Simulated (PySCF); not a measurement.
C6H8NO2 (doublet state).
Cartesian coordinates in Å at the GFN2-xTB level; atoms count from 1:
```xyz
17
C6H8NO2 angstrom
C      1.908    1.908    0.046
C      1.141    0.801    0.654
N      1.201   -0.367    0.204
C      0.602   -1.540    0.342
O      0.990   -2.514    0.930
C     -0.683   -1.609   -0.579
C     -1.802   -1.063    0.183
C     -2.074    0.323    0.192
O     -1.415    1.178   -0.403
H      2.461    2.452    0.809
H      2.583    1.540   -0.721
H      1.190    2.596   -0.400
H      0.514    1.055    1.512
H     -0.818   -2.659   -0.834
H     -0.471   -0.994   -1.454
H     -2.384   -1.719    0.810
H     -2.951    0.625    0.793
```

The hyperfine couplings belong to this conformer and change with its torsions.

The species is `C/C=N/C(=O)C[CH]C=O` [radical].

Computed, not measured: UKS B3LYP, pcH-1 on C H N O, non-relativistic, mean-field spin-orbit, GIAO in PySCF 2.14.0. The structure is a single GFN2-xTB conformer in the gas phase; no vibrational or solvent corrections. A GFN2-xTB geometry isn't a minimum of the functional, and hyperfine couplings can be far from their values at a DFT geometry. The frame is twisted about the N3–C4 bond at this geometry (dihedral C2–N3–C4–C6 = 85°); couplings at other torsion angles weren't computed. The SCF solution wasn't tested for stability.

(1) Break the g tensor into its mass correction, gauge correction and orbital-Zeeman/spin–orbit terms.

(2) What effective moment and Curie constant follow for a powder?

(3) At 9.424 GHz, how far is the centre of the isotropic spectrum from where a free electron (g = 2.002319) resonates?

(4) What are the electron Larmor frequencies g μB B/h along the three axes at 350 mT?

(5) In a frozen sample, at which fields do the three g values resonate at 9.5, 34, 94 and 263 GHz (hyperfine left aside), and which band first spreads them over more than twice a line width of 0.3 mT?

## Answers

(1) 
```
                    Δg (ppt)      1      2      3
relativistic mass correction  -0.21  -0.21  -0.21
            gauge correction   0.00   0.05   0.04
   orbital Zeeman/spin–orbit  -0.13   2.17   6.70
                       total  -0.34   2.01   6.53
```

So g = 2.00198, 2.00433, 2.00885 and g_iso = 2.00505; the tensor is rhombic: the two nearest values differ by 34 % of g3 − g1. Axes: g2 points within 14° of the C6–C7 bond and g3 points within 11° of the C8–O9 bond.

(2) With the mean of g² = 4.0202 and S(S+1) = 0.75: μ_eff = √(⟨g²⟩S(S+1)) = 1.736 μB and χT = 0.12505·⟨g²⟩·S(S+1) = 0.377 cm³ K/mol (cgs; spin-Hamiltonian part alone).

(3) B = hν/(g μB) with μB/h = 13.99624 MHz/mT gives 336.27 mT for the free electron and 335.81 mT at g_iso, 0.46 mT lower.

(4) 9.8070, 9.8186, 9.8407 GHz for g1, g2 and g3, a range of 33.7 MHz.

(5) 
```csv
band,GHz,B(g3) mT,B(g2) mT,B(g1) mT,spread mT
X,9.5,337.88,338.64,339.04,1.16
Q,34.0,1209.26,1211.99,1213.41,4.15
W,94.0,3343.26,3350.79,3354.73,11.47
J,263.0,9354.00,9375.09,9386.11,32.10
```

The spread grows in proportion to the frequency. X band is the first where it exceeds 0.6 mT.

Largest spin populations (Mulliken): C7 (+0.71), O9 (+0.32) and C8 (-0.08). The angles at C7 add up to 359.8°, so it is planar; its axial dipolar tensor and the negative coupling of its proton fit spin in a p orbital normal to that plane.

The HOMO–LUMO gaps are 5.48 eV among the α and 3.23 eV among the β orbitals.

On an Arm Neoverse V2 with one thread (shared host), this took 1.7 min wall (with the writing of density and orbital grids) and 1.1 GiB of memory at its peak.
